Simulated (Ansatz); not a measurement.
Frontier orbitals of C3H11N3OW (`C[N]=[W]([NH2])(=[N]C)[O]C`).

Charge 0, multiplicity 1. Correlated methods include outer-core shells of W, which these sets cover unevenly. W takes the def2 core potential. The geometry is a stationary point of PBE0-D4/def2-TZVP. It is one conformer, not always the lowest. Basis def2-TZVPP, Ansatz.

```
functional  HOMO (eV)  LUMO (eV)  gap (eV)
       PBE      -5.23      -0.80      4.43
    B97M-V      -5.57      -0.64      4.93
      PBE0      -6.49       0.02      6.51
     B3LYP      -6.28      -0.21      6.07
   ωB97M-V      -8.70       1.55     10.25
```

Against PBE, PBE0 changes HOMO and LUMO by −1.26 and +0.82 eV, ωB97M-V by −3.47 and +2.34 eV. A gap of 4.43 eV thus becomes 10.25 eV for the same molecule, so an orbital gap means little without its functional. A positive LUMO is unbound and depends on the basis.

B3LYP here is the variant with VWN-RPA as its local correlation; programs differ in this.
